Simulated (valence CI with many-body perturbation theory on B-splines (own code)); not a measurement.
Results of a calculation; reference values are marked as such.
Energy levels of Pm XXXVIII

Level of theory: valence CI with perturbative core correlation (CI+MBPT): six valence electrons over a frozen Dirac-Fock core [Ar], radial functions for each j: 7 s, 7 p, 8 d, 6 f, 4 g, 1 h, with the one-electron correlation potential Σ1, the two-electron term Σ2, the three-electron term Σ3, Breit, model QED; selected CI, second order for the rest, scaled by the run's own slope (own B-spline code, finite nucleus).

No measured spectrum was set against this ion. As an estimate, large intervals hold to a few tenths of a per cent, small ones and those within an open d or f shell to about a per cent. Core correlation moves these levels by up to 7800 cm⁻¹, and in measured spectra 5 to 20 % of such shifts remained as error; rates that hang on mixing are uncertain with them. Among the levels kept, up to 1000 cm⁻¹ of a level comes from second order outside the variational space, and about a tenth of that is noise between levels of different J, which matters for small intervals. Only levels of the ground parity were solved; by the run's estimate the other parity begins above the list, which can be wrong where configurations are misplaced.

Levels 1 to 34 of 34, with energies above the lowest level, (3d3/2^4 3d5/2^2) J=4. "Leading %" is the weight of the configuration and term that name the level; weights of strongly mixed levels are sums over their largest components and can fall short. In the jj column 3d3/2^4 stands for four electrons in 3d with j = 3/2.

| No. | Configuration | Term | J | E (cm⁻¹) | Leading % | g | Leading jj | Second component |
| --- | --- | --- | --- | --- | --- | --- | --- | --- |
| 1 | 3d6 | 5D | 4 | 0 | 45 | 1.305 | 3d3/2^4 3d5/2^2 (91 %) | 36 % 3d6 3F |
| 2 | 3d6 | 3P | 2 | 45018 | 43 | 1.327 | 3d3/2^4 3d5/2^2 (91 %) | 21 % 3d6 5D |
| 3 | 3d6 | 3P | 0 | 130580 | 43 |  | 3d3/2^4 3d5/2^2 (75 %) | 30 % 3d6 5D |
| 4 | 3d6 | 5D | 3 | 173430 | 74 | 1.395 | 3d3/2^3 3d5/2^3 (92 %) | 17 % 3d6 3F |
| 5 | 3d6 | 5D | 4 | 197290 | 37 | 1.146 | 3d3/2^3 3d5/2^3 (89 %) | 23 % 3d6 3H |
| 6 | 3d6 | 5D | 1 | 201470 | 58 | 1.364 | 3d3/2^3 3d5/2^3 (93 %) | 29 % 3d6 3P |
| 7 | 3d6 | 3G | 5 | 244460 | 58 | 1.124 | 3d3/2^3 3d5/2^3 (100 %) | 42 % 3d6 3H |
| 8 | 3d6 | 3H | 6 | 244840 | 72 | 1.113 | 3d3/2^3 3d5/2^3 (98 %) | 28 % 3d6 1I |
| 9 | 3d6 | 3F | 2 | 280950 | 51 | 0.935 | 3d3/2^3 3d5/2^3 (90 %) | 27 % 3d6 1D |
| 10 | 3d6 | 3G | 3 | 287600 | 30 | 1.043 | 3d3/2^3 3d5/2^3 (94 %) | 29 % 3d6 3F |
| 11 | 3d6 | 3D | 2 | 352860 | 33 | 1.168 | 3d3/2^3 3d5/2^3 (60 %) | 28 % 3d6 5D |
| 12 | 3d6 | 3P | 0 | 359670 | 84 |  | 3d3/2^3 3d5/2^3 (67 %) | 10 % 3d6 1S |
| 13 | 3d6 | 3G | 4 | 362330 | 40 | 1.031 | 3d3/2^3 3d5/2^3 (85 %) | 34 % 3d6 1G |
| 14 | 3d6 | 3D | 1 | 366740 | 47 | 1.027 | 3d3/2^3 3d5/2^3 (89 %) | 45 % 3d6 3P |
| 15 | 3d6 | 3F | 3 | 391040 | 52 | 1.072 | 3d3/2^3 3d5/2^3 (98 %) | 37 % 3d6 1F |
| 16 | 3d6 | 3P | 2 | 398710 | 40 | 1.394 | 3d3/2^2 3d5/2^4 (78 %) | 36 % 3d6 5D |
| 17 | 3d6 | 5D | 0 | 417170 | 53 |  | 3d3/2^2 3d5/2^4 (87 %) | 46 % 3d6 1S |
| 18 | 3d6 | 3F | 4 | 435230 | 41 | 1.088 | 3d3/2^2 3d5/2^4 (95 %) | 40 % 3d6 3H |
| 19 | 3d6 | 3H | 5 | 459010 | 58 | 1.096 | 3d3/2^2 3d5/2^4 (100 %) | 42 % 3d6 3G |
| 20 | 3d6 | 3D | 3 | 461330 | 31 | 1.200 | 3d3/2^2 3d5/2^4 (84 %) | 21 % 3d6 1F |
| 21 | 3d6 | 1I | 6 | 483450 | 72 | 1.040 | 3d3/2^2 3d5/2^4 (98 %) | 28 % 3d6 3H |
| 22 | 3d6 | 3G | 3 | 495010 | 49 | 0.938 | 3d3/2^2 3d5/2^4 (96 %) | 39 % 3d6 3F |
| 23 | 3d6 | 3P | 1 | 526810 | 58 | 1.090 | 3d3/2^2 3d5/2^4 (86 %) | 40 % 3d6 3D |
| 24 | 3d6 | 1G | 4 | 536990 | 58 | 1.054 | 3d3/2^2 3d5/2^4 (87 %) | 23 % 3d6 3F |
| 25 | 3d6 | 1D | 2 | 539800 | 35 | 1.050 | 3d3/2^2 3d5/2^4 (87 %) | 32 % 3d6 3P |
| 26 | 3d6 | 3F | 2 | 606750 | 75 | 0.821 | 3d3/2^2 3d5/2^4 (94 %) | 12 % 3d6 3P |
| 27 | 3d6 | 3F | 4 | 626800 | 65 | 1.158 | 3d3/2^2 3d5/2^4 (89 %) | 23 % 3d6 1G |
| 28 | 3d6 | 3P | 1 | 646950 | 68 | 1.495 | 3d3/2 3d5/2^5 (95 %) | 32 % 3d6 5D |
| 29 | 3d6 | 1G | 4 | 734860 | 52 | 1.020 | 3d3/2 3d5/2^5 (85 %) | 18 % 3d6 3F |
| 30 | 3d6 | 1D | 2 | 752120 | 84 | 1.026 | 3d3/2^2 3d5/2^4 (92 %) | 9 % 3d6 3P |
| 31 | 3d6 | 3P | 2 | 767300 | 41 | 1.225 | 3d3/2 3d5/2^5 (90 %) | 27 % 3d6 1D |
| 32 | 3d6 | 3F | 3 | 777400 | 43 | 1.061 | 3d3/2 3d5/2^5 (93 %) | 27 % 3d6 1F |
| 33 | 3d6 | 1S | 0 | 818260 | 60 |  | 3d3/2^2 3d5/2^4 (60 %) | 34 % 3d6 3P |
| 34 | 3d6 | 1S | 0 | 975120 | 56 |  | 3d5/2^6 (64 %) | 38 % 3d6 3P |

The ionisation energy to 3d5 4P_5/2 of the next ion comes out as 2651.6 eV (NIST: 2652 ± 4 eV (theoretical)). All 34 levels together are meant to be complete up to 1013900 cm⁻¹.
